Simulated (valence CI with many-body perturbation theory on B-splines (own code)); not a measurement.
**Sm55+: calculated level list**

Calculated by relativistic CI+MBPT: five valence electrons over a frozen Dirac-Fock core [He], radial functions for each j: 11 s, 11 p, 10 d, 8 f, 5 g, 2 h, with the one-electron correlation potential Σ1, the two-electron term Σ2, the three-electron term Σ3, Breit, model QED; selected CI, second order for the rest, scaled by the run's own slope (own B-spline code, finite nucleus).

The last digits are not significant, and no measured levels were compared; by estimate large intervals hold to a few tenths of a per cent, small ones and those within an open d or f shell to about a per cent. Among the levels kept, up to 7200 cm⁻¹ of a level comes from second order outside the variational space, and about a tenth of that is noise between levels of different J, which matters for small intervals.

Levels 91 to 135 of 201, with energies above the lowest level, (2s^2 2p1/2^2 2p3/2) J=3/2. "Leading %" is the weight of the configuration and term that name the level; weights of strongly mixed levels are sums over their largest components and can fall short. In the jj column 3d3/2^4 stands for four electrons in 3d with j = 3/2. Lifetimes count E1, E2, E3, M1 and M2 decay at the calculated energies, and are blank where another channel may lead or the interval is too uncertain; long ones can be off by a factor of two.

| No. | Configuration | Term | J | E (eV) | Leading % | Leading jj | Lifetime | Second component |
| --- | --- | --- | --- | --- | --- | --- | --- | --- |
| 91 | 2s2p³3p | ⁶P | 3/2 | 7658.5 | 40 | 2s 2p1/2 2p3/2^2 3p1/2 (99 %) | 12.1 fs | 20 % 2s2p³3p ⁴D |
| 92 | 2s²2p²3p | ²P° | 1/2 | 7658.7 | 49 | 2s^2 2p3/2^2 3p3/2 (85 %) | 65.8 fs | 27 % 2s²2p²3p ²S° |
| 93 | 2s²2p²3p | ²D° | 5/2 | 7664.0 | 45 | 2s^2 2p3/2^2 3p3/2 (86 %) | 76.6 fs | 32 % 2s²2p²3p ⁴P° |
| 94 | 2s²2p²3p | ⁴D° | 7/2 | 7667.0 | 59 | 2s^2 2p3/2^2 3p3/2 (92 %) | 148 fs | 33 % 2s²2p²3p ²F° |
| 95 | 2s2p³3s | ⁴P° | 1/2 | 7668.2 | 83 | 2s 2p1/2 2p3/2^2 3s (99 %) | 15.1 fs | 16 % 2s2p³3s ²P° |
| 96 | 2s2p³3p | ⁴F | 5/2 | 7669.5 | 29 | 2s 2p1/2 2p3/2^2 3p1/2 (99 %) | 6.08 fs | 22 % 2s2p³3p ⁴P |
| 97 | 2s2p³3s | ²D° | 3/2 | 7684.2 | 35 | 2s 2p1/2 2p3/2^2 3s (78 %) | 15.6 fs | 32 % 2s2p³3s ⁴S° |
| 98 | 2s2p³3s | ⁴P° | 3/2 | 7688.5 | 38 | 2s 2p1/2 2p3/2^2 3s (75 %) | 18.1 fs | 22 % 2s2p³3s ²P° |
| 99 | 2s2p³3s | ²S° | 1/2 | 7693.9 | 45 | 2s 2p1/2 2p3/2^2 3s (85 %) | 7.96 fs | 38 % 2s2p³3s ⁴D° |
| 100 | 2s2p³3s | ²D° | 3/2 | 7696.1 | 46 | 2s 2p1/2 2p3/2^2 3s (94 %) | 15.3 fs | 20 % 2s2p³3s ⁴S° |
| 101 | 2s2p³3p | ²F | 7/2 | 7699.8 | 42 | 2s 2p1/2 2p3/2^2 3p1/2 (98 %) | 3.60 fs | 33 % 2s2p³3p ⁴F |
| 102 | 2s2p³3s | ²D° | 5/2 | 7703.4 | 79 | 2s 2p1/2 2p3/2^2 3s (95 %) | 25.6 fs | 12 % 2s2p³3s ⁴D° |
| 103 | 2s²2p²3p | ²P° | 3/2 | 7713.4 | 32 | 2s^2 2p3/2^2 3p3/2 (63 %) | 23.4 fs | 13 % 2s2p³3s ²D° |
| 104 | 2s2p³3s | ²P° | 1/2 | 7716.6 | 91 | 2s 2p1/2 2p3/2^2 3s (99 %) | 17.0 fs | 5 % 2s2p³3s ⁴P° |
| 105 | 2s2p³3p | ⁴P | 5/2 | 7727.4 | 52 | 2s 2p1/2 2p3/2^2 3p1/2 (99 %) | 7.33 fs | 25 % 2s2p³3p ²D |
| 106 | 2s²2p²3p | ²P° | 3/2 | 7729.8 | 49 | 2s^2 2p3/2^2 3p3/2 (84 %) | 55.7 fs | 12 % 2s²2p²3p ²D° |
| 107 | 2s2p³3p | ⁴D | 1/2 | 7749.3 | 69 | 2s 2p1/2 2p3/2^2 3p1/2 (99 %) | 10.8 fs | 20 % 2s2p³3p ²P |
| 108 | 2s²2p²3d | ²D | 3/2 | 7755.0 | 19 | 2s^2 2p3/2^2 3d3/2 (72 %) | 1.23 fs | 18 % 2s²2p²3d ⁴P |
| 109 | 2s2p³3p | ⁴P | 1/2 | 7756.5 | 26 | 2s 2p1/2 2p3/2^2 3p1/2 (51 %) | 1.29 fs | 21 % 2s²2p²3d ⁴P |
| 110 | 2s²2p²3d | ⁴D | 5/2 | 7759.5 | 25 | 2s^2 2p3/2^2 3d3/2 (82 %) | 1.39 fs | 24 % 2s²2p²3d ²F |
| 111 | 2s²2p²3d | ²F | 7/2 | 7764.6 | 38 | 2s^2 2p3/2^2 3d3/2 (97 %) | 1.70 fs | 29 % 2s²2p²3d ²G |
| 112 | 2s2p³3p | ⁴F | 3/2 | 7771.0 | 19 | 2s 2p1/2 2p3/2^2 3p1/2 (73 %) | 23.9 fs | 12 % 2s2p³3p ⁴P |
| 113 | 2s2p³3p | ⁴P | 1/2 | 7771.2 | 22 | 2s 2p1/2 2p3/2^2 3p1/2 (48 %) | 6.72 fs | 21 % 2s²2p²3d ⁴P |
| 114 | 2s2p³3p | ²D | 3/2 | 7775.3 | 32 | 2s 2p1/2 2p3/2^2 3p1/2 (93 %) | 3.22 fs | 28 % 2s2p³3p ⁴D |
| 115 | 2s2p³3p | ²F | 5/2 | 7777.1 | 51 | 2s 2p1/2 2p3/2^2 3p1/2 (86 %) | 65.6 fs | 15 % 2s2p³3p ²D |
| 116 | 2s²2p²3d | ²F | 7/2 | 7793.1 | 51 | 2s^2 2p3/2^2 3d5/2 (98 %) | 458 fs | 37 % 2s²2p²3d ⁴D |
| 117 | 2s²2p²3d | ⁴F | 9/2 | 7794.1 | 62 | 2s^2 2p3/2^2 3d5/2 (98 %) | 16.9 ps | 36 % 2s²2p²3d ²G |
| 118 | 2s²2p²3d | ²P | 1/2 | 7807.1 | 50 | 2s^2 2p3/2^2 3d5/2 (94 %) | 2.06 fs | 29 % 2s²2p²3d ²S |
| 119 | 2s2p³3p | ²P | 3/2 | 7808.4 | 36 | 2s 2p1/2 2p3/2^2 3p1/2 (86 %) | 5.42 fs | 22 % 2s2p³3p ²D |
| 120 | 2s2p³3p | ⁴P | 1/2 | 7809.3 | 41 | 2s 2p1/2 2p3/2^2 3p1/2 (98 %) | 9.82 fs | 33 % 2s2p³3p ²S |
| 121 | 2s²2p²3d | ²D | 3/2 | 7810.3 | 41 | 2s^2 2p3/2^2 3d3/2 (61 %) | 2.37 fs | 21 % 2s²2p²3d ²P |
| 122 | 2s²2p²3d | ²D | 5/2 | 7827.1 | 58 | 2s^2 2p3/2^2 3d5/2 (94 %) | 1.24 fs | 11 % 2s²2p²3d ²F |
| 123 | 2s²2p²3d | ²D | 3/2 | 7832.0 | 53 | 2s^2 2p3/2^2 3d5/2 (74 %) | 920 as | 18 % 2s²2p²3d ²P |
| 124 | 2s2p³3p | ⁶P | 7/2 | 7841.6 | 49 | 2s 2p1/2 2p3/2^2 3p3/2 (99 %) | 60.0 fs | 30 % 2s2p³3p ⁴F |
| 125 | 2s2p³3p | ⁴P | 5/2 | 7843.8 | 33 | 2s 2p1/2 2p3/2^2 3p3/2 (96 %) | 8.42 fs | 24 % 2s2p³3p ⁴D |
| 126 | 2s2p³3p | ⁴P | 1/2 | 7852.3 | 62 | 2s 2p1/2 2p3/2^2 3p3/2 (98 %) | 4.62 fs | 25 % 2s2p³3p ²P |
| 127 | 2s²2p²3d | ²D | 5/2 | 7856.1 | 65 | 2s^2 2p3/2^2 3d5/2 (97 %) | 1.53 fs | 13 % 2s²2p²3d ²F |
| 128 | 2s2p³3p | ⁴P | 3/2 | 7875.4 | 47 | 2s 2p1/2 2p3/2^2 3p3/2 (98 %) | 4.43 fs | 23 % 2s2p³3p ²D |
| 129 | 2s2p³3p | ⁴F | 9/2 | 7882.0 | 99 | 2s 2p1/2 2p3/2^2 3p3/2 (99 %) | 716 fs |  |
| 130 | 2s2p³3p | ⁴D | 7/2 | 7883.4 | 64 | 2s 2p1/2 2p3/2^2 3p3/2 (99 %) | 10.9 fs | 35 % 2s2p³3p ²F |
| 131 | 2s2p³3p | ²P | 3/2 | 7889.3 | 59 | 2s 2p1/2 2p3/2^2 3p3/2 (90 %) | 4.59 fs | 16 % 2s2p³3p ⁴P |
| 132 | 2s2p³3p | ²D | 5/2 | 7908.6 | 55 | 2s 2p1/2 2p3/2^2 3p3/2 (88 %) | 4.50 fs | 19 % 2s2p³3p ⁴P |
| 133 | 2s2p³3d | ⁶D° | 3/2 | 7926.5 | 41 | 2s 2p1/2 2p3/2^2 3d3/2 (98 %) | 8.94 fs | 21 % 2s2p³3d ⁴D° |
| 134 | 2s2p³3d | ⁶D° | 1/2 | 7927.9 | 46 | 2s 2p1/2 2p3/2^2 3d3/2 (98 %) | 7.63 fs | 19 % 2s2p³3d ⁴D° |
| 135 | 2s2p³3d | ⁶D° | 5/2 | 7930.0 | 37 | 2s 2p1/2 2p3/2^2 3d3/2 (95 %) | 6.04 fs | 30 % 2s2p³3d ⁴F° |

Where two levels of one J and parity lie close, their mixing, g and order are uncertain.
